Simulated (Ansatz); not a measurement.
Several settings on one geometry of triphenyltelluronium bromide, `[Br-].c1ccc([Te+](c2ccccc2)c2ccccc2)cc1` (that of the charge 0 singlet, PBE-D4/def2-SVP). Ansatz on 2 threads of AMD EPYC 7R13 on a shared host and a share (18 GiB) of an NVIDIA H100 80GB HBM3; times are rough.

```xyz
35

Br   -2.007   -2.095   -2.998
C     2.371   -0.954    3.465
C     2.510   -0.046    2.403
C     1.726   -0.186    1.245
C     0.799   -1.240    1.146
Te   -0.513   -1.669   -0.617
C     0.692   -0.369   -1.833
C     2.045   -0.687   -2.024
C     2.831    0.140   -2.843
C     2.267    1.271   -3.451
C     0.911    1.575   -3.250
C     0.110    0.750   -2.445
C    -1.976   -0.209    0.079
C    -1.649    0.684    1.113
C    -2.619    1.596    1.560
C    -3.903    1.602    0.991
C    -4.218    0.695   -0.033
C    -3.255   -0.216   -0.498
C     0.671   -2.152    2.209
C     1.449   -2.008    3.369
H     2.987   -0.841    4.371
H     3.234    0.781    2.475
H     1.841    0.536    0.421
H     2.496   -1.565   -1.536
H     3.892   -0.106   -3.004
H     2.887    1.917   -4.091
H     0.465    2.459   -3.731
H    -0.960    0.967   -2.312
H    -0.651    0.681    1.575
H    -2.363    2.304    2.363
H    -4.660    2.316    1.349
H    -5.222    0.692   -0.484
H    -3.481   -0.912   -1.324
H    -0.046   -2.989    2.141
H     1.339   -2.724    4.198
```

Totals from different functionals, basis sets or treatments of relativity can't be compared as stabilities.

In the def2 sets Te takes a core potential; there is no spin–orbit coupling. Correlated methods freeze 31 core orbitals; core or outer-core shells of Br, Te are correlated, in sets that lack core-valence functions.

Problem. Give the basis size and estimate the energy, ⟨S²⟩, dipole and time of these runs.

| run | method | charge | state | further keys |
| --- | --- | --- | --- | --- |
| 1 | RKS LDA (SPW92)/STO-3G | 0 | singlet | – |
| 2 | RHF, mp2/def2-SVP | 0 | singlet | point_charges: [{charge: 0.50, position_ang: [7.825, -0.575, -0.398]}]; scf: {omitted_lower_state_checks: [starts]}; forces asked |
| 3 | RKS r2SCAN0-D3(BJ)/def2-SVPD | 0 | singlet | fitting: {mean_field: def2-universal-jkfit}; final_grid: {core_spheres: 5, valence_spheres: 4, degree: 11}; scf: {omitted_lower_state_checks: [starts]} |
| 4 | RKS PBE0/def2-TZVP | 0 | singlet | fitting: {mean_field: def2-universal-jkfit}; scf: {omitted_lower_state_checks: [starts]}; forces asked |

Solution. 
```tsv
run	functions	energy (Eh)	⟨S²⟩	dipole (D)	wall time
1	150	-9765.4788	–	–	2.8 s
2	385	-3531.6083	–	6.16	11 s
3	556	-3535.9026	–	–	3.4 s
4	746	-3536.2106	–	6.71	6.5 s
```

At RHF, mp2/def2-SVP the restricted singlet (for correlated methods, its reference) is unstable: a solution with broken spin symmetry lies lower.
